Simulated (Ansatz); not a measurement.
Cost and result up the ladder for GaGe18H28, a doped nanocrystal cut from the lattice of germanium (Ga on an inner site) (47 atoms). Total charge 0; doublet. Geometry: PBE-D4/def2-SVP.

Cartesian coordinates in Å:
```
Ge 3.8004 2.1616 0.1169
Ge -2.4502 3.0989 1.8901
Ge 1.8366 0.8331 -3.1008
Ge -3.1861 1.6311 -1.7180
Ge 5.0788 -1.1228 -1.7574
Ge 3.2707 -1.3932 1.8084
Ge 1.6193 -2.9210 -1.6326
Ga 0.1626 0.6043 0.2407
Ge -1.8027 -0.6310 3.1872
Ge -2.9481 -2.2391 -0.3321
Ge -5.2870 0.3311 1.4357
Ge 4.0411 1.0736 -2.0614
Ge -1.4110 2.4161 -0.2229
Ge 2.2632 0.8138 1.4703
Ge -3.4866 1.1231 2.8939
Ge 0.4339 -0.7937 -1.8641
Ge -4.3649 -0.2868 -0.7484
Ge 3.6551 -2.5188 -0.3343
Ge -1.0313 -1.5092 1.0019
H 3.2170 3.5925 -0.0869
H 5.2061 2.3023 0.7763
H -3.5360 4.1999 1.6906
H -1.3656 3.6602 2.8585
H 1.0805 2.1952 -3.1102
H 1.9588 0.3388 -4.5775
H -4.2451 2.7480 -1.9711
H -2.5930 1.2287 -3.1011
H 6.4800 -0.9297 -1.1057
H 5.2841 -1.8153 -3.1376
H 4.6501 -1.2778 2.5270
H 2.3526 -2.2801 2.7007
H 2.0207 -3.4296 -3.0509
H 0.6936 -3.9919 -0.9893
H -0.5557 -0.0800 3.9409
H -2.3738 -1.8291 4.0109
H -2.4719 -2.9312 -1.6403
H -3.7616 -3.2843 0.4905
H -6.3435 1.4647 1.2814
H -5.9950 -0.8997 2.0764
H 4.9183 1.9438 -3.0158
H -0.7426 3.6749 -0.8634
H 2.1041 1.5086 2.8605
H -4.0614 1.4605 4.3060
H -0.9182 -0.9636 -2.6270
H -5.5376 -0.7128 -1.6876
H 4.3696 -3.8854 -0.0894
H -0.0282 -2.6783 1.2608
```

Ansatz on 11 threads of AMD EPYC 7R13 on a shared host and a whole NVIDIA H100 80GB HBM3. Times are rough, and most runs start from the orbitals of an earlier one. PBE0-D4/def2-TZVP serves as the yardstick here, not as an exact answer. Differences are given only for rows in sets of like size (and for xTB, whose basis is part of the method), since another set adds its own error. Binding counts from free atoms at the same level (Ge triplet, Ga doublet, H doublet; other spins of the atoms weren't run), without zero-point energy or a counterpoise term.

The 6-31G sets use Cartesian d functions. B3LYP takes the VWN-RPA correlation. Correlated methods freeze 171 core orbitals; core or outer-core shells of Ge, Ga are correlated, in sets that lack core-valence functions. The rows differ in basis, and correlated rows in double-zeta sets carry the largest basis error. Single mean-field runs in 6-31G, def2-SVP, def2-TZVP are fitted with def2-universal-jkfit.

Correlated methods converge slowly with the basis, most of all in double-zeta sets.

```tsv
level	functions	wall time	binding energy per atom (eV)	difference from PBE0-D4/def2-TZVP (eV)
PBE-D4/def2-SVP	748	5.5 s	2.83	–
B3LYP-D4/6-31G	607	8 s	2.77	–
HF/6-31G	607	8.5 s	1.85	–
PBE-D4/def2-TZVP (with forces)	1080	10 s	2.83	0.00
r2SCAN-D4/def2-TZVP	1080	10 s	2.87	0.04
PBE0-D4/def2-SVP	748	12 s	2.83	–
B97M-V/def2-TZVP	1080	14 s	2.88	0.05
MP2/def2-SVP	748	24 s	2.65	–
PBE0-D4/def2-TZVP (with forces)	1080	26 s	2.83	0.00
```
